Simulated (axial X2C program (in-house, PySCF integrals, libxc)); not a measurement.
## NiH⁻: from the spin-free to the two-component result

Computed with an in-house all-electron X2C program for linear molecules (integrals from PySCF). Spin-free means the one-electron spin-free X2C Hamiltonian; two-component (2c) means X2C with spin–orbit coupling and atomic mean-field two-electron Coulomb and Gaunt terms, so the difference of the two also holds small scalar two-electron terms. Basis: Ni dyall-acv3z [10s10p7d4f2g], H dyall-av3z [7s3p2d] (cores contracted in-house); Gaussian nuclei, density fitting, unrestricted open shells. Masses: Ni 57.935 u, H 1.008 u.

Spin-free state: M_S = 1, Λ = 2 (beyond evenly filled blocks: σα, δ+α, δ+β, δ-α); fragments Ni- + H.

```json
{"level": "PBE0", "Re (Å)": "1.524", "ωe (cm⁻¹)": "1663.2", "De (eV)": "2.157", "μ (D)": "3.48"}
{"level": "PW91", "Re (Å)": "1.519", "ωe (cm⁻¹)": "1682.7", "De (eV)": "2.132", "μ (D)": "3.19"}
```

Dipoles are positive if H is the positive end and refer to the centre of mass.

Two-component determinant lowest at the distance of the search:

Ω = 3 (⟨Sz⟩ = 1.00, ⟨Lz⟩ = 2.00 at PBE0); fragments Ni- + H.

| level | Re (Å) | ωe (cm⁻¹) | μ (D) |
| --- | --- | --- | --- |
| PBE0 | 1.523 | 1662.7 | 3.49 |
| PW91 | 1.518 | 1682.8 | 3.20 |

Problem. From the two tables, how do the constants change at the PBE0 level (2c against spin-free)?

Solution. At the PBE0 level Re is unchanged within 0.001 Å and ωe falls by 0.5 cm⁻¹.

The state is a single determinant with fixed occupations, the lowest that a limited PBE0 search found. De is counted from the lowest determinant-based energies of the atoms at the same level, without counterpoise correction. De is not given where an atomic determinant may have missed its ground term or J level, or where the truncated virtual space spoils (T). Density functionals use the spin component along the axis (collinear). The highest occupied level is positive at some bond lengths even in Hartree–Fock (under at least one Hamiltonian), so the basis set holds the extra electron there; where that holds at Re the anion is at best weakly bound and its constants depend on the basis. PBE0 can misorder states that lie within some tenths of an eV, so this need not be the ground state of the molecule. The nearest other spin-free determinant of the search, M_S = 1, Λ = 1, lies 0.04 eV up at the distance of the search. Without a current term, density functionals place determinants with orbital angular momentum somewhat too high. With several unpaired electrons one determinant need not be a pure state. A state of lower Ω lies just above, and one determinant can place such states too high, so the state shown need not be the lowest. The search has Ω = 2 only 0.07 eV up. At some level and bond length an empty orbital lies below a filled one.
